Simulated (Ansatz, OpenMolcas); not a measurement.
A ladder of methods for CH7NSn (SMILES C[NH][SnH3])

The species is CH7NSn (10 atoms), meant as a singlet with charge 0. SMILES: `C[NH][SnH3]`. Geometry: relaxed at PBE0-D4/def2-TZVP.

Quantity: the electronic atomisation energy, in eV. The values are calculated. Electronic energies at fixed atoms, without zero-point motion or spin-orbit coupling.

```
                             level                    kind     program  value (eV)  less CCSD(T)/def2-SVP
   SVWN5/def2-SVP (core potential)                     LDA  OpenMolcas       35.73                  +6.23
     PBE/def2-SVP (core potential)                     GGA  OpenMolcas       31.42                  +1.92
    TPSS/def2-SVP (core potential)                meta-GGA  OpenMolcas       31.69                  +2.19
   BHLYP/def2-SVP (core potential)           global hybrid      Ansatz       30.40                  +0.90
 wB97M-V/def2-SVP (core potential)  range-separated hybrid      Ansatz       31.69                  +2.19
  B2PLYP/def2-SVP (core potential)           double hybrid      Ansatz       30.57                  +1.07
RPA@PBE0/def2-SVP (core potential)                     RPA      Ansatz       29.01                  -0.49
 BCCD(T)/def2-SVP (core potential)   coupled cluster or CI      Ansatz       29.50                   0.00
 CCSD(T)/def2-SVP (core potential)   coupled cluster or CI      Ansatz       29.50                   0.00
```

CCSD(T)/def2-SVP (core potential) is the highest level here, not the true value. Correlated wave functions underbind in double-zeta sets. The values span 29.01 to 35.73 eV. In the correlated wave-function rows the outer d shell of Sn is correlated, in sets not made for it.
